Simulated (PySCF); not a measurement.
# Excitation energy of Ar²⁺ by level of theory

Ar²⁺ [Ne] 3s2 3p4 (3P) → Ar²⁺ [Ne] 3s1 3p4 3d1 (high-spin determinant), as a difference of total energies. Calculation: PySCF 2.14, in dyall-av2z; the non-relativistic Hamiltonian (point nucleus). Correlated levels: valence: [Ne] frozen; virtual orbitals above 40 to 60 times the deepest correlated orbital energy dropped. The calculations carry no spin-orbit coupling.

| method | excitation energy (eV) |
| --- | --- |
| UHF | 34.370 |
| LDA | 34.954 |
| PBE | 34.542 |
| PBE0 | 34.769 |
| r2SCAN | 34.393 |
| r2SCANh | 34.477 |
| TPSS | 34.722 |
| B97-3 | 35.413 |
| PBEsol | 34.511 |
| MP2 (valence) | 34.961 |
| SCS-MP2 (valence) | 34.936 |

Task: How much does correlation contribute at MP2 (valence)?

Result: 34.961 − (34.370) = 0.591 eV, measured against UHF.

The promoted electron is Rydberg-like, and one or two diffuse shells describe it only roughly, which tends to raise the upper state.

The determinant of the upper state mixes LS terms, which raises its energy above the lowest term, most at the Hartree-Fock and MP2 levels.
